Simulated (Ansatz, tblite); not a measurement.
Removing an electron: H₂Au₂⁻. Charge -1, multiplicity 2. Geometry: PBE0-D4/def2-TZVPD. Ansatz, gas phase; energy differences of separate SCF runs; the oxidised species is a singlet (the triplet lies 2.00 eV higher at PBE0-D4/def2-TZVPD).

Cartesian coordinates in Å:
```
Au -1.218 0.691 -1.625
Au 0.372 -0.140 0.584
H 1.004 0.027 2.069
H -0.158 -0.578 -1.027
```

In the def2 sets Au takes a core potential; there is no spin–orbit coupling. The xTB rows come from tblite. The structure comes from a short search, and lower isomers may exist.

| level | −HOMO (eV) | vertical IE (eV) | −LUMO (eV) | HOMO–LUMO gap (eV) | remarks |
| --- | --- | --- | --- | --- | --- |
| GFN1-xTB | – | 6.33 | – | – | – |
| GFN2-xTB | – | 3.38 | – | – | – |
| PBE-D4/def2-TZVPD | -0.45 | 2.11 | -1.26 | 0.80 | HOMO above zero (-1 doublet) |
| r2SCAN-D4/def2-TZVPD | -0.14 | 2.21 | -1.56 | 1.43 | HOMO above zero (-1 doublet) |
| PBE0-D4/def2-TZVPD | 0.30 | 2.09 | -2.16 | 2.46 | – |

  A HOMO above zero means that the electron is unbound at that level or that self-interaction error raises the level; the energy of removing that electron tells which. HOMO and LUMO are the levels of the spin that leaves or enters (xTB has no such levels and no spin-polarisation term). Other spin states of the ions may lie lower, which would lower the ionisation energy or raise the affinity. Raw xTB energy differences between charge states are shifted by several eV; the methods need an empirical correction for them.
